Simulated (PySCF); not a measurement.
**Basis and Hamiltonian dependence of the excitation energy of Co+**

Co+ [Ar] 3d8 (3F) → Co+ [Ar] 3d7 4s1 (5F). Calculated with PySCF 2.14 from differences of total energies of unrestricted determinants, without spin-orbit coupling. Values in eV.

| basis | Hamiltonian | functions | UHF | r2SCAN | PBE0 | MP2 (valence) | CCSD(T) (valence) | CCSD(T) (valence and next inner shell) |
| --- | --- | --- | --- | --- | --- | --- | --- | --- |
| ANO-RCC-VTZP | spin-free X2C | 59 | -1.222 | 0.154 | 0.207 | 0.830 | 0.379 | 0.367 |
| aug-cc-pVDZ | non-relativistic | 59 | -1.127 | 0.484 | 0.485 | 0.743 | 0.357 | n/a |
| x2c-TZVPPall | spin-free X2C | 64 | -1.502 | 0.201 | 0.223 | 0.499 | 0.123 | 0.200 |
| def2-TZVPPD | non-relativistic | 67 | -1.142 | 0.603 | 0.599 | 0.864 | 0.491 | 0.575 |
| x2c-TZVPPall with one added diffuse shell each of s, p, d, f type | spin-free X2C | 80 | -1.503 | 0.201 | 0.223 | 0.514 | 0.129 | 0.213 |
| aug-cc-pVTZ | non-relativistic | 93 | -1.152 | 0.571 | 0.582 | 0.897 | 0.508 | n/a |
| def2-QZVPPD | non-relativistic | 100 | -1.156 | 0.574 | 0.585 | 0.903 | 0.514 | n/a |
| dyall-av2z | non-relativistic | 101 | -1.152 | 0.578 | 0.598 | 0.771 | 0.407 | n/a |
| x2c-QZVPPall | spin-free X2C | 103 | -1.516 | 0.205 | 0.212 | 0.542 | 0.148 | n/a |
| aug-cc-pVTZ with one added diffuse shell each of s, p, d, f, g type | non-relativistic | 118 | -1.152 | 0.571 | 0.583 | 0.899 | n/a | n/a |
| aug-cc-pwCVTZ-DK | spin-free X2C | 127 | -1.518 | 0.186 | 0.209 | 0.572 | n/a | n/a |
| aug-cc-pwCVTZ | non-relativistic | 127 | -1.159 | 0.569 | 0.582 | 0.935 | n/a | n/a |
| x2c-QZVPPall with one added diffuse shell each of s, p, d, f, g type | spin-free X2C | 128 | -1.516 | 0.204 | 0.212 | 0.549 | n/a | n/a |
| aug-cc-pwCVTZ-DK with one added diffuse shell each of s, p, d, f, g type | spin-free X2C | 152 | -1.518 | 0.186 | 0.209 | 0.574 | n/a | n/a |

Frozen in the all-electron rows: valence and next inner shell: [Ne]; valence: [Ar].

Non-relativistic rows lack the scalar-relativistic shift.

Reference for a calculation without spin-orbit coupling: 0.429 eV (measured, between term centres; NIST).
